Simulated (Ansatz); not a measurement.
Geometry optimisation, Ansatz, RKS B3LYP-D4/def2-SVP.

The input (input.yaml):

```yaml
crystal:
  periodic: [false, false, false]
  atoms:
    - { symbol: W, position_ang: [0.0, 0.0, 0.0] }
    - { symbol: Cl, position_ang: [0.0, 0.0, 2.74] }
    - { symbol: F, position_ang: [1.85, 0.0, 0.0] }
    - { symbol: F, position_ang: [0.0, 1.85, 0.0] }
    - { symbol: F, position_ang: [-1.85, 0.0, 0.0] }
    - { symbol: H, position_ang: [0.0, -1.72, 0.0] }
    - { symbol: F, position_ang: [0.0, 0.0, -1.85] }
    - { symbol: S, position_ang: [1.7875, 1.8621, 0.8577] }
    - { symbol: H, position_ang: [2.8002, 1.2341, 1.5926] }
    - { symbol: H, position_ang: [1.0638, 1.1082, 2.1767] }
basis:
  gaussian: { orbitals: def2-SVP }
hamiltonian:
  xc: b3lyp
  dispersion: d4
relax:
  f_tol: 0.15
  max_steps: 25
  restrain:
    - { distance: [0, 7], at: 2.42, k: 30.0 }
    - { distance: [9, 1], at: 1.37, k: 30.0 }
    - { distance: [0, 1], at: 3.59, k: 30.0 }
    - { distance: [9, 7], at: 2.6, k: 30.0 }
output:
  orbitals: {}
```

Run as:

```bash
$ ansatz run input.yaml --threads 4 --pin off --max-ram 5120MiB --backend cpu --events-out ev --progress --plain --runs-dir out
```

Where does it end, and by what steps?

It converged. The restraints hold the end off the free minimum. After 16 steps the energy has fallen by 5.858 eV (the restraints' own energy left out); H6 moved furthest, 1.38 Å. Parted: W1–Cl2 (2.74 → 3.59 Å).

```json
{"step": "0", "energy less start (eV)": "0.0000", "largest force component (eV/Å)": "6.351", "accepted": "yes"}
{"step": "1", "energy less start (eV)": "0.2112", "largest force component (eV/Å)": "5.870", "accepted": "yes"}
{"step": "2", "energy less start (eV)": "-0.3809", "largest force component (eV/Å)": "5.771", "accepted": "yes"}
{"step": "3", "energy less start (eV)": "-2.3540", "largest force component (eV/Å)": "4.270", "accepted": "yes"}
{"step": "4", "energy less start (eV)": "-3.7738", "largest force component (eV/Å)": "2.003", "accepted": "yes"}
{"step": "5", "energy less start (eV)": "-4.6122", "largest force component (eV/Å)": "1.340", "accepted": "yes"}
{"step": "6", "energy less start (eV)": "-5.0097", "largest force component (eV/Å)": "1.037", "accepted": "yes"}
{"step": "7", "energy less start (eV)": "-5.2410", "largest force component (eV/Å)": "1.152", "accepted": "yes"}
{"step": "8", "energy less start (eV)": "-5.4372", "largest force component (eV/Å)": "1.033", "accepted": "yes"}
{"step": "9", "energy less start (eV)": "-5.6426", "largest force component (eV/Å)": "0.961", "accepted": "yes"}
{"step": "10", "energy less start (eV)": "-5.7729", "largest force component (eV/Å)": "0.867", "accepted": "yes"}
{"step": "11", "energy less start (eV)": "-5.7970", "largest force component (eV/Å)": "1.209", "accepted": "yes"}
{"step": "12", "energy less start (eV)": "-5.8392", "largest force component (eV/Å)": "0.874", "accepted": "yes"}
{"step": "13", "energy less start (eV)": "-5.7814", "largest force component (eV/Å)": "1.921", "accepted": "no"}
{"step": "14", "energy less start (eV)": "-5.8528", "largest force component (eV/Å)": "0.922", "accepted": "yes"}
{"step": "15", "energy less start (eV)": "-5.8552", "largest force component (eV/Å)": "0.923", "accepted": "yes"}
{"step": "16", "energy less start (eV)": "-5.8580", "largest force component (eV/Å)": "1.014", "accepted": "yes"}
```

```xyz
10
Properties=species:S:1:pos:R:3
W 0.328 0.316 -0.306
Cl -0.742 0.413 3.123
F 1.903 -0.445 -0.966
F -0.590 1.882 0.118
F -1.292 -0.563 -0.042
H 0.700 -0.871 0.838
F -0.061 0.323 -2.140
S 1.936 1.564 0.989
H 3.002 0.740 0.848
H 0.469 0.976 3.056
```

Time of the run: 69 s on 4 threads of Arm Neoverse V1, with other jobs on the host, peak memory 0.45 GiB.
